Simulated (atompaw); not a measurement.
## Reading a pseudo-wave (barium)

Columns: radius, all-electron u(r) and pseudo u(r) of the 5d shell (level -2.03 eV) of barium in the configuration [Kr] 4d10 5s2 5p6 5d0 6s2 6p0; PBEsol, scalar-relativistic, PAW (atompaw) scheme, atompaw 4.2.0.5.

```
r (bohr)  all-electron  pseudo
   0.115        0.1207  0.0001
   0.231        0.1112  0.0007
   0.346       -0.0456  0.0023
   0.462       -0.1799  0.0054
   0.577       -0.2328  0.0104
   0.692       -0.2142  0.0180
   0.808       -0.1492  0.0285
   0.923       -0.0617  0.0424
   1.038        0.0329  0.0601
   1.154        0.1261  0.0821
   1.269        0.2110  0.1082
   1.385        0.2867  0.1392
   1.500        0.3509  0.1742
   1.615        0.4046  0.2133
   1.731        0.4485  0.2563
   1.846        0.4829  0.3014
   1.962        0.5093  0.3480
   2.077        0.5285  0.3937
   2.192        0.5416  0.4366
   2.308        0.5496  0.4749
   2.423        0.5532  0.5056
   2.538        0.5533  0.5275
   2.654        0.5506  0.5397
   2.769        0.5456  0.5426
   2.885        0.5387  0.5384
   3.000        0.5305  0.5305
```

**Question.** How many radial nodes do the two functions have?

**Answer.** The all-electron 5d function has n − l − 1 = 2; the pseudo-wave has 0, since the states of the same l below it are removed with the core.

**Question.** Is the pseudo-wave norm-conserving?

**Answer.** No, it belongs to a PAW set: the norm inside the radius is not constrained, and the difference is carried by the augmentation charge.
